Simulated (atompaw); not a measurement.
Before and after: PAW (atompaw) potential for W

atompaw 4.2.0.5 input, output lines left out:

```
W 74
GGA-PBESOL scalarrelativistic loggrid 2001 logderivrange -8 5 326
6 6 5 4 0 0
6 0 1
6 1 0
5 2 5
0 0 0
c
c
c
c
v
v
c
c
c
v
v
c
c
v
c
2
2.65 2.45 2.30 1.85
n
n
y
0.15
n
custom polynom2 7 10 vanderbiltortho sinc
bessel
1.35
2.65
2.15
2.65
2.65
2.65
```

Change: wave 5d channel at 0.15 Ry: rc 2.65 bohr becomes 5d channel at 0.15 Ry: rc 2.00 bohr.

Cutoffs: the cutoffs (Ry, on a coarse ladder) from which the occupation-weighted sum of valence levels, in a spherical-Bessel basis at the reference potential, stays within 10 and 1 mRy of its value at 400 Ry; they do not see the model core or the augmentation charge, which bear on the density cutoff.

Question: What does the change do?

Answer: The potential gets neither clearly harder nor softer (30 Ry and 70 Ry → 30 Ry and 70 Ry); the s channel sets the loose cutoff, while the largest relative change is in d, which becomes softer; neither file shows a bound ghost.

```csv
quantity,base,changed
"cutoff, loose",30 Ry,30 Ry
"cutoff, tight",70 Ry,70 Ry
loose cutoff by channel (10 mRy a level),"s 15 Ry, p 15 Ry, d 15 Ry","s 15 Ry, p 15 Ry, d 8 Ry"
bound ghosts,none,none
s: phases at 2.66 bohr within 0.05 rad from the reference energy up to (Ry; the scan ends near 5),3.4,3.4
p: phases at 2.66 bohr within 0.05 rad from the reference energy up to (Ry; the scan ends near 5),to the end of the scan,to the end of the scan
d: phases at 2.66 bohr within 0.05 rad from the reference energy up to (Ry; the scan ends near 5),2.3,2.2
lowest overlap eigenvalue by channel,"s 0.40, p 0.59, d 0.92","s 0.40, p 0.59, d 0.03"
```

 The cutoffs see the waves, projectors and local potential, not the compensation charge or the core.
